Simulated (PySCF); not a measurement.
## MS anions for M along the second period

CCSD(T) with double-zeta basis sets in PySCF, for the lowest determinant that a PBE0 search found; no spin–orbit coupling. De refers to high-spin ground-configuration atoms (the charge goes to the atom of lower measured ionisation energy or higher electron affinity, which is not always the lowest computed limit).

| M | basis | reference, frozen orbitals | charged atom | state (unpaired electrons) | Re (Å) | ωe (cm⁻¹) | De (eV) |
| --- | --- | --- | --- | --- | --- | --- | --- |
| Li | def2-SVPD | RHF, 5 | S− | singlet (closed shell) | 2.114 | 601 | n/a |
| Be | aug-pcseg-1 | UHF, 5 | S− | doublet (σ ↑) | 1.845 | 852 | n/a |
| B | aug-cc-pVDZ/aug-cc-pV(D+d)Z | RHF, 6 | S− | singlet (closed shell) | 1.716 | 971 | n/a |
| C | aug-cc-pVDZ/aug-cc-pV(D+d)Z | UHF, 6 | S− | doublet (π ↑) | 1.652 | 980 | n/a |
| N | aug-cc-pV(D+d)Z/aug-cc-pVDZ | ROHF, 6 | S− | triplet (π ↑↑) | 1.623 | 888 | n/a |
| O | aug-pcseg-1 | UHF, 6 | S− | doublet (π ↑) | 1.631 | 843 | n/a |
| F | aug-cc-pV(D+d)Z/aug-cc-pVDZ | RHF, 6 | F− | singlet (closed shell) | 1.770 | 630 | 2.15 |

The shortest bond is that of SN⁻ (1.623 Å), the longest that of LiS⁻ (2.114 Å).

The rows differ in basis set, which adds steps of its own.

The state changes along the series, so neighbouring rows are not always alike in their bonding.

Correlated steps freeze the inner cores (5 to 6 orbitals); shallow outer-core shells are correlated. UHF and ROHF references stand side by side, which adds small steps between rows. Correlated levels converge slowly with the basis: in double zeta they bind strong bonds too weakly, by up to about 1 eV, and carry superposition errors of some tenths. For an ion De counts to the pair picked by the measured ionisation energies or electron affinities, which need not be the lowest pair at this level. Where the molecule has an RHF reference, its open-shell atoms are computed with UHF. The CCSD T1 diagnostic is raised in BS⁻, LiS⁻, SN⁻, SO⁻, a sign that a single reference may not be enough there. States were picked by a PBE0 search and need not be the measured ground states.
